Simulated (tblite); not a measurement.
Parent: `[CH:1]#[C:2][C@@H:3]([CH3:4])[NH:5][SiH3:6]` with C2–C3–N5–Si6 86°, C4H9NSi.

Structures optimised with GFN2-xTB, isolated species. One conformer each, not checked by frequencies here.

```json
{"coordinate of the parent": "C1≡C2", "value": "1.197 Å"}
{"coordinate of the parent": "C2–C3", "value": "1.458 Å"}
{"coordinate of the parent": "C3–C4", "value": "1.532 Å"}
{"coordinate of the parent": "C3–N5", "value": "1.450 Å"}
{"coordinate of the parent": "N5–Si6", "value": "1.718 Å"}
{"coordinate of the parent": "C1–C2–C3", "value": "175.7°"}
{"coordinate of the parent": "C2–C3–C4", "value": "110.0°"}
{"coordinate of the parent": "C2–C3–N5", "value": "111.4°"}
{"coordinate of the parent": "C4–C3–N5", "value": "110.4°"}
{"coordinate of the parent": "C3–N5–Si6", "value": "123.6°"}
```

Q: How does the shared frame change in `[CH:1]#[C:2][C@:3]([CH3:4])([NH:5][SiH3:6])[C:7](=[CH2:8])[CH3:9]` with C2–C3–N5–Si6 -73°, C2–C3–C7–C8 6°, C7H13NSi? Atoms pair as C1 = C1, C2 = C2, C3 = C3, C4 = C4, N5 = N5, Si6 = Si6 (parent first).

A: 
| parent | relative | value in the relative | change |
| --- | --- | --- | --- |
| C1≡C2 | C1≡C2 | 1.197 Å | 0.000 |
| C2–C3 | C2–C3 | 1.463 Å | +0.005 |
| C3–C4 | C3–C4 | 1.539 Å | +0.007 |
| C3–N5 | C3–N5 | 1.460 Å | +0.010 |
| N5–Si6 | N5–Si6 | 1.723 Å | +0.005 |
| C1–C2–C3 | C1–C2–C3 | 173.9° | -1.8 |
| C2–C3–C4 | C2–C3–C4 | 107.6° | -2.4 |
| C2–C3–N5 | C2–C3–N5 | 109.7° | -1.7 |
| C4–C3–N5 | C4–C3–N5 | 109.0° | -1.4 |
| C3–N5–Si6 | C3–N5–Si6 | 123.6° | 0.0 |

Of the parent's bonds, C3–N5 changes most (+0.010 Å). Bonds of the relative outside the shared frame: C3–C7 1.519, C7=C8 1.323, C7–C9 1.498 Å. Point group C1 → C1.

Q: How does the shared frame change in `[CH:1]#[C:2][C@:3]([CH3:4])([CH2:5][CH:6]=[CH2:7])[NH:8][SiH3:9]` with C2–C3–C5–C6 -62°, C3–C5–C6–C7 -106°, C2–C3–N8–Si9 -162°, C7H13NSi? Atoms pair as C1 = C1, C2 = C2, C3 = C3, C4 = C4, N5 = N8, Si6 = Si9 (parent first).

A: 
```json
{"parent": "C1≡C2", "relative": "C1≡C2", "value in the relative": "1.197 Å", "change": "0.000"}
{"parent": "C2–C3", "relative": "C2–C3", "value in the relative": "1.461 Å", "change": "+0.003"}
{"parent": "C3–C4", "relative": "C3–C4", "value in the relative": "1.529 Å", "change": "-0.003"}
{"parent": "C3–N5", "relative": "C3–N8", "value in the relative": "1.450 Å", "change": "0.000"}
{"parent": "N5–Si6", "relative": "N8–Si9", "value in the relative": "1.718 Å", "change": "0.000"}
{"parent": "C1–C2–C3", "relative": "C1–C2–C3", "value in the relative": "178.4°", "change": "+2.7"}
{"parent": "C2–C3–C4", "relative": "C2–C3–C4", "value in the relative": "108.6°", "change": "-1.4"}
{"parent": "C2–C3–N5", "relative": "C2–C3–N8", "value in the relative": "108.4°", "change": "-3.0"}
{"parent": "C4–C3–N5", "relative": "C4–C3–N8", "value in the relative": "110.4°", "change": "0.0"}
{"parent": "C3–N5–Si6", "relative": "C3–N8–Si9", "value in the relative": "126.4°", "change": "+2.8"}
```

No shared bond changes by more than 0.004 Å. Bonds of the relative outside the shared frame: C3–C5 1.556, C5–C6 1.493, C6=C7 1.320 Å. Point group C1 → C1.

Q: How does the shared frame change in `[H]/[N:6]=[CH:5]/[C@@:3]([C:2]#[CH:1])([CH3:4])[NH:7][SiH3:8]` with C2–C3–C5–N6 -105°, C2–C3–N7–Si8 -171°, C5H10N2Si? Atoms pair as C1 = C1, C2 = C2, C3 = C3, C4 = C4, N5 = N7, Si6 = Si8 (parent first).

A: 
| parent | relative | value in the relative | change |
| --- | --- | --- | --- |
| C1≡C2 | C1≡C2 | 1.197 Å | 0.000 |
| C2–C3 | C2–C3 | 1.462 Å | +0.004 |
| C3–C4 | C3–C4 | 1.533 Å | +0.001 |
| C3–N5 | C3–N7 | 1.453 Å | +0.003 |
| N5–Si6 | N7–Si8 | 1.720 Å | +0.002 |
| C1–C2–C3 | C1–C2–C3 | 177.6° | +1.9 |
| C2–C3–C4 | C2–C3–C4 | 109.3° | -0.7 |
| C2–C3–N5 | C2–C3–N7 | 108.6° | -2.8 |
| C4–C3–N5 | C4–C3–N7 | 113.2° | +2.8 |
| C3–N5–Si6 | C3–N7–Si8 | 124.1° | +0.5 |

Of the parent's bonds, C2–C3 and C3–N5 change most and about equally (+0.003 to +0.004 Å). Bonds of the relative outside the shared frame: C3–C5 1.510, C5=N6 1.251 Å. Point group C1 → C1.

These are computed values.
